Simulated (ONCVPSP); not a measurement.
# Configuration tests for magnesium (ONCV)

```
Element                 : Mg
Generator               : ONCVPSP 4.0.1
Type                    : optimised norm-conserving Vanderbilt (ONCV)
Functional              : PBE
Relativity              : scalar-relativistic
Frozen core             : [Ne]
Valence charge          : 2
Reference configuration : 3s1 3p1
Partial waves           : 3s: rc 2.10 bohr, ncon 4, nbas 9, qcut 2.4 1/bohr, 2 projectors, debl 0.7 Ha; 3p: rc 2.80 bohr, ncon 4, nbas 7, qcut 3.3 1/bohr, 2 projectors, debl 1.1 Ha; d scattering state at 0.22 Ha: rc 3.00 bohr, ncon 4, nbas 8, qcut 3 1/bohr, 1 projector
Local potential         : polynomial inside 1.75 bohr (lpopt 1, dvloc0 4 Ha)
Core correction         : Teter function fitted to the true core (icmod 2), fcfact 0.5
```

Energies are relative to the spin-unpolarised reference configuration 3s1 3p1; without spin polarisation the order of configurations can differ from experiment.

(1) Give the all-electron excitation energy and the error of the potential for: 3s2 3p0; 3s1 3p0; 3s1.5 3p0; 3s0 3p1.

Results:

(1)

```csv
valence configuration,charge,ΔE all-electron (eV),error AE − PS (meV)
3s2 3p0,0,-3.491,+5.3
3s1 3p0,+1,4.469,+1.2
3s1.5 3p0,+0.5,-0.347,+0.1
3s0 3p1,+1,8.836,+22
```
